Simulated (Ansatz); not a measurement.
Ansatz (a quantum-chemistry and plane-wave program) input (PBE/3-21G): The .json file is the Basis Set Exchange's 3-21G.

Ansatz 0.2 input:
```yaml
crystal:
  periodic: [false, false, false]
  atoms:
    - {symbol: C, position_ang: [-1.33120500, 1.38146200, 0.33011200]}
    - {symbol: Si, position_ang: [-0.39306000, 0.10535100, -0.83581300]}
    - {symbol: C, position_ang: [-1.17647600, -1.54691100, -0.11176400]}
    - {symbol: Si, position_ang: [1.61590000, 0.01703500, 0.45294200]}
    - {symbol: H, position_ang: [-1.34494600, 1.09027900, 1.38796600]}
    - {symbol: H, position_ang: [-2.37278900, 1.47591900, 0.00029400]}
    - {symbol: H, position_ang: [-0.88423300, 2.37876600, 0.26108600]}
    - {symbol: H, position_ang: [-1.20369800, -1.58295100, 0.98458900]}
    - {symbol: H, position_ang: [-0.63024600, -2.42813200, -0.46425100]}
    - {symbol: H, position_ang: [-2.20778300, -1.64693100, -0.47092800]}
    - {symbol: H, position_ang: [1.52553300, -0.21357900, 1.94960300]}
    - {symbol: H, position_ang: [2.58353200, -1.05694800, 0.02585200]}
    - {symbol: H, position_ang: [2.46095700, 1.26286700, 0.37590000]}
basis:
  gaussian:
    orbitals: 3-21G.json
hamiltonian:
  xc: {name: PBE}
total_charge: -1
output: {forces: true}
```

Output:

```
Functional definition: PBE
integrals: 0.02 GiB planned
835 factors; their error is unknown
mean field: 0.13 GiB planned
mean field evaluation 1: about -17865.0585 eV, gradient 4.1e1 eV
mean field evaluation 2: about -17859.3865 eV, gradient 5.9e1 eV
mean field evaluation 4: about -17869.1462 eV, gradient 1.5e0 eV
mean field evaluation 8: about -17869.1585 eV, gradient 4.0e-2 eV
mean field evaluation 16: about -17869.0595 eV, gradient 3.8e-5 eV
integrals: 0.05 GiB planned
a density is far from that of the atoms, so the factors are made again for it
790 factors; integrals over basis functions are off by at most 7.1e-5 eV
mean field: 0.12 GiB planned
mean field -17869.05817941 eV, -656.6757760108 hartree, gradient 1.9e-5 eV, S^2 0.000000; 0 other end points of the search recorded, 0 dependent functions left out
the calculation of the forces begins
reference -17869.05821298 eV, -656.6757772445 hartree; 25, 25 occupied and 37, 37 virtual orbitals, 790 factors
Total energy: -17869.05821298 eV, -656.6757772445 hartree
Atom 0 at    -1.331205     1.381462     0.330112 Å, force    -0.128206     0.126824     0.239752 eV/Å
Atom 1 at    -0.393060     0.105351    -0.835813 Å, force     0.115965     0.155209    -0.987985 eV/Å
Atom 2 at    -1.176476    -1.546911    -0.111764 Å, force    -0.110712    -0.204264     0.189792 eV/Å
Atom 3 at     1.615900     0.017035     0.452942 Å, force    -0.222728    -0.003893    -0.052190 eV/Å
Atom 4 at    -1.344946     1.090279     1.387966 Å, force     0.023637    -0.148937     0.389561 eV/Å
Atom 5 at    -2.372789     1.475919     0.000294 Å, force    -0.414484     0.000735    -0.170829 eV/Å
Atom 6 at    -0.884233     2.378766     0.261086 Å, force     0.228838     0.354637    -0.067331 eV/Å
Atom 7 at    -1.203698    -1.582951     0.984589 Å, force     0.014219     0.029313     0.416458 eV/Å
Atom 8 at    -0.630246    -2.428132    -0.464251 Å, force     0.263088    -0.293566    -0.165142 eV/Å
Atom 9 at    -2.207783    -1.646931    -0.470928 Å, force    -0.414808     0.006862    -0.169905 eV/Å
Atom 10 at     1.525533    -0.213579     1.949603 Å, force     0.033954    -0.072765     0.494112 eV/Å
Atom 11 at     2.583532    -1.056948     0.025852 Å, force     0.324162    -0.326023    -0.111103 eV/Å
Atom 12 at     2.460957     1.262867     0.375900 Å, force     0.287076     0.375868    -0.005191 eV/Å
Dipole moment:    -0.306431    -0.084147     0.450352 e Å
```

The dipole moment of an ion depends on the origin.

The geometry given is a B3LYP-D3(BJ)/def2-TZVP minimum.
